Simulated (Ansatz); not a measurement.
CHF2SSi−: where a starting geometry ends

The starting geometry of this gas-phase singlet was optimised with GFN2-xTB.

```csv
atom,x (Å),y (Å),z (Å)
C,-0.1388,0.1916,-1.2091
F,1.6748,-1.2306,-3.1105
F,0.3290,0.2117,-4.4642
S,1.1368,1.6342,-1.6965
Si,0.5559,-0.0702,-2.8544
H,-1.1293,0.6774,-1.2254
```

Task: Predict what becomes of its bonds when it is optimised with BLYP-D3(BJ)/def2-SVPD.

Result: A bond breaks, giving a structure given below by its coordinates. Contacts that open: C1–S4 (1.99 → 2.40 Å).

The energy falls by 0.36 eV over 10 steps:

```
step  E − E(last) (eV)
   1             0.359
   2             0.193
   3             0.072
   4             0.022
   5             0.003
   6             0.001
   7             0.000
   8             0.000
   9             0.000
  10             0.000
```

Final geometry (Å):

```yaml
atoms:
  - { symbol: C, position_ang: [-0.2724, 0.0308, -1.2331] }
  - { symbol: F, position_ang: [1.7343, -1.2314, -3.0606] }
  - { symbol: F, position_ang: [0.1297, 0.2259, -4.3695] }
  - { symbol: S, position_ang: [1.3663, 1.7094, -1.7508] }
  - { symbol: Si, position_ang: [0.6635, 0.0289, -2.7788] }
  - { symbol: H, position_ang: [-1.1929, 0.6506, -1.3674] }
```

Frequencies at the end are all real (lowest 153 cm⁻¹). Run with Ansatz 0.2.0, 18 s on 2 threads of Arm Neoverse V2 (shared host).
